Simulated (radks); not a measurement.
Values are calculated unless marked as measured or tabulated.
Problem. All-electron atom: Sn II in [Kr] 4d10 5s2 5p1. Code: a radial shooting solver on a logarithmic mesh with Libxc functionals. Model: scalar-relativistic Kohn-Sham, revPBE, spin-polarised, spherical densities, finite nucleus; open shells are filled with parallel spins first (spin-orbit coupling, left out, can overturn this in heavy ions); Fermi nuclear charge, rms radius 4.6519 fm. Some entries of the table are withheld. Estimate them.

| orbital | occ. | eigenvalue (eV) | <r^2> (bohr^2) |
|---|---|---|---|
| 1s up | 1 | -29021.54 | 0.001143 |
| 1s down | 1 | -29021.52 | 0.001143 |
| 2s up | 1 | -4388.038 | 0.01857 |
| 2s down | 1 | -4388.034 | 0.01857 |
| 2p up | 3 | -3939.754 | 0.01466 |
| 2p down | 3 | -3939.740 | 0.01466 |
| 3s up | 1 | -853.2365 | 0.1316 |
| 3s down | 1 | -853.2215 | 0.1316 |
| 3p up | 3 | -706.7414 | 0.1323 |
| 3p down | 3 | -706.7240 | 0.1323 |
| 3d up | 5 | -481.3323 | 0.1175 |
| 3d down | 5 | -481.3169 | 0.1175 |
| 4s up | 1 | -141.8834 | 0.7585 |
| 4s down | 1 | -141.8509 | 0.7583 |
| 4p up | 3 | (1) | 0.8972 |
| 4p down | 3 | (2) | 0.8964 |
| 4d up | 5 | -33.7913 | 1.434 |
| 4d down | 5 | -33.6861 | 1.419 |
| 5s up | 1 | -18.0806 | (3) |
| 5s down | 1 | -17.2562 | (4) |
| 5p up | 1 | -10.5618 | (5) |
| 5p down | 0 | -9.6810 | (6) |

Solution. 
(1) 4p up eigenvalue (eV): -97.6554
(2) 4p down eigenvalue (eV): -97.6203
(3) 5s up <r^2> (bohr^2): 6.055
(4) 5s down <r^2> (bohr^2): 6.017
(5) 5p up <r^2> (bohr^2): 9.574
(6) 5p down <r^2> (bohr^2): 9.818
